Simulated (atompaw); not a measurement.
u(r) = r·R(r): atom against pseudo-atom (sulfur (S))

Columns: radius, all-electron u(r) and pseudo u(r) of the 2p shell (level -157.04 eV) of sulfur in the configuration [He] 2s2 2p6 3s1.5 3p4.5; PBEsol, scalar-relativistic, PAW (atompaw) scheme, atompaw 4.2.0.5.

```csv
r (bohr),all-electron,pseudo
0.035,0.1222,0.0552
0.069,0.3650,0.2052
0.104,0.6405,0.4319
0.138,0.8852,0.6861
0.173,1.0928,0.9430
0.208,1.2494,1.1611
0.242,1.3544,1.3159
0.277,1.4191,1.4112
0.312,1.4466,1.4493
0.346,1.4446,1.4469
0.381,1.4192,1.4195
0.415,1.3775,1.3775
0.450,1.3216,1.3216
0.485,1.2568,1.2568
0.519,1.1883,1.1883
0.554,1.1146,1.1146
0.588,1.0421,1.0421
0.623,0.9677,0.9677
0.658,0.8950,0.8950
0.692,0.8267,0.8267
0.727,0.7594,0.7594
0.762,0.6957,0.6957
0.796,0.6374,0.6374
0.831,0.5812,0.5812
0.865,0.5304,0.5304
0.900,0.4820,0.4820
```

Task: How many radial nodes do the two functions have?

Result: The all-electron 2p function has n − l − 1 = 0; the pseudo-wave has 0.

Task: At about which radius was the pseudo-wave matched?

Result: 0.40 bohr, where the columns begin to agree (steps of 0.03 bohr).

Task: Where does each function peak?

Result: Outermost all-electron maximum near 0.31 bohr, pseudo maximum near 0.31 bohr (to the table’s step).

Task: Is the pseudo-wave norm-conserving?

Result: No, it belongs to a PAW set: the norm inside the radius is not constrained, and the difference is carried by the augmentation charge.
